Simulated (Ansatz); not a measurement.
Ir3, relaxed as a sextet with UKS PBE0-D4/def2-TZVP in Ansatz, starting from the PBE0-D4/def2-TZVP geometry of the neutral doublet. Force threshold 0.02 eV/Å.

In the def2 sets Ir takes a core potential; there is no spin–orbit coupling. The relaxation made no stability test and no search for a lower SCF solution. At PBE0-D4/def2-TZVP a quartet of charge 0 lies 0.23 eV below the sextet, each at its own geometry. The structure comes from a short search, and lower isomers may exist.

Start:

```xyz
3

Ir   -0.753   -0.469    1.033
Ir    1.322   -0.320   -0.076
Ir   -0.568    0.789   -0.957
```

Task: Estimate the energy that the relaxation releases and the steps that it takes.

Result: 0.07 eV, in 6 steps; 21 s on 4 threads of Arm Neoverse V2 on a shared host. The force fell under the threshold at step 4, but the optimiser went on. No frequencies were taken in this run, so the end may be a saddle point.

Task: Does the start keep its bonding and symmetry?

Result: By distances, no bond broke or formed. The bond that changes most is Ir2–Ir3, from 2.36 to 2.43 Å (atoms count from 1). Point group D3h at the start, Cs at the end, both within 0.05 Å.

Task: Predict the relaxed structure.

Result: 
Cartesian coordinates in Å:
```
Ir -0.7653 -0.4756 1.0493
Ir 1.3543 -0.3318 -0.0724
Ir -0.5890 0.8075 -0.9769
```
Bond lengths (bridged metal pairs left out): 3 × Ir–Ir 2.40 to 2.43 Å.
